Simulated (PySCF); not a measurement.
**Working out the ionisation energy of Ti**

Ti [Ar] 3d2 4s2 (3F) → Ti⁺ [Ar] 3d2 4s1 (4F). Calculation: PySCF 2.14, in x2c-QZVPPall (11s7p5d3f2g, 96 functions); the spin-free X2C one-electron Hamiltonian (Gaussian nucleus). Frozen: [Ne]. Energies in hartree (1 hartree = 27.21139 eV):

```tsv
part	Ti (lower)	Ti⁺ (upper)
UHF	-852.761461	-852.557276
MP2 opposite-spin	-0.229833	-0.196683
MP2 same-spin	-0.086609	-0.081865
```

Problem. What does Hartree-Fock give?

Solution. (-852.557276) − (-852.761461) = 0.204185 hartree = 5.556 eV.

Problem. What do MP2 and SCS-MP2 (6/5 opposite-spin, 1/3 same-spin) give?

Solution. The opposite-spin parts differ by 0.902 eV and the same-spin parts by 0.129 eV. MP2: 5.556 + (0.902) + (0.129) = 6.587 eV. SCS-MP2: 5.556 + 1.2 × (0.902) + (0.129)/3 = 6.681 eV.

Measured between the centres of the two terms (NIST): 6.828 eV, so MP2 (valence and next inner shell) is off by -0.241 eV.

What remains against the reference includes basis incompleteness, the frozen core and correlation beyond second order.
